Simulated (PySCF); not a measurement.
# From computed data to an observable: entropy of an ideal gas

RbCl, SMILES [Cl][Rb].

Geometry optimised at B3LYP-D3(BJ)/def2-TZVPD. The def2 effective core potentials stand for the cores of Rb; spin–orbit coupling is left out.

B3LYP-D3(BJ)/def2-TZVPD in PySCF gives the harmonic wavenumbers 219 cm⁻¹ and the rotational temperature 0.1171 K. The molar mass is 120.92 g/mol, the symmetry number 1, the spin multiplicity 1.

Q: Work out the entropy at 298.15 K and 1 atm in the rigid-rotor, harmonic-oscillator model.

A: 
Translation (Sackur–Tetrode at 1 atm): S = R[1.5 ln M + 2.5 ln T − 1.16487] = 168.5 J/(mol K).
Rotation: q = T/(σ θ) = 2550, S = R[ln q + 1] = 73.5 J/(mol K).
Vibration: with u = 1.4388 ν/T, each mode gives R[u/(e^u − 1) − ln(1 − e^−u)]:
| ν (cm⁻¹) | modes | u | S (J/(mol K)) |
|---|---|---|---|
| 219 | 1 | 1.06 | 8.23 |
These are all the modes. Sum 8.2 J/(mol K).
Spin: R ln 1 = 0.0 J/(mol K).
Total 250.3 J/(mol K); the program's own thermochemistry gives 250.3. Translation makes up 67 % and vibration 3 %. Anharmonicity, hindered rotation and orbital degeneracy are left out.
